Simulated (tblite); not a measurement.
**Question.** Give a GFN2-xTB geometry of `FCC/C(C)=C\[SiH]Cl` [radical]. (Doublet state.)

**Answer.** 
Z-matrix in Å and degrees, rows numbered from 1:
```
C 
C   1  1.4976
C   2  1.3450  1  122.28
Si  3  1.8416  2  127.70  1  -176.44
Cl  4  2.0382  3  111.02  2  -174.21
C   2  1.5022  1  115.53  3   178.34
C   6  1.5275  2  112.01  1   -88.62
F   7  1.3740  6  110.80  2   -66.61
H   1  1.0904  2  110.76  3  -122.80
H   1  1.0865  2  111.22  3    -2.00
H   1  1.0913  2  110.24  3   118.45
H   3  1.0856  2  116.97  1    -2.44
H   4  1.4474  3  124.62  2   -40.49
H   6  1.0917  2  110.15  1    30.64
H   6  1.0918  2  109.81  1   150.74
H   7  1.0947  6  111.65  2    51.94
H   7  1.0953  6  111.34  2   175.26
```

C3 (carbon bonded to C, Si and H) is planar (angles 127.7°, 117.0° and 115.1°, sum 359.8°, 0.04 Å off the plane of its three neighbours). Si4 (silicon bonded to C, Cl and H) is pyramidal (angles 124.6°, 111.0° and 109.1°, sum 344.7°, 0.39 Å off the plane of its three neighbours). The C–C distances run from 1.345 Å (C2=C3, drawn double) to 1.527 Å (C6–C7, drawn single), a spread of 0.182 Å. C2 (carbon bonded to 3 C) is planar (angles 122.3°, 122.2° and 115.5°, sum 360.0°, 0.01 Å off the plane of its three neighbours).

Computed geometry: GFN2-xTB, gas phase. This method treats the open shell by occupation alone, without spin polarisation.

Point group: C1 (no symmetry element, even within 0.4 Å). Its GFN2-xTB frequencies are all real (lowest 41 cm⁻¹). Torsions: C2–C3–Si4–Cl5 -174°, C1–C2–C6–C7 -89°, C2–C6–C7–F8 -67°. 3 starts were optimised and ended at 0.00, 1.12 and 3.51 kcal/mol (GFN2-xTB); the lowest of these is shown.

One conformer stands for the species.
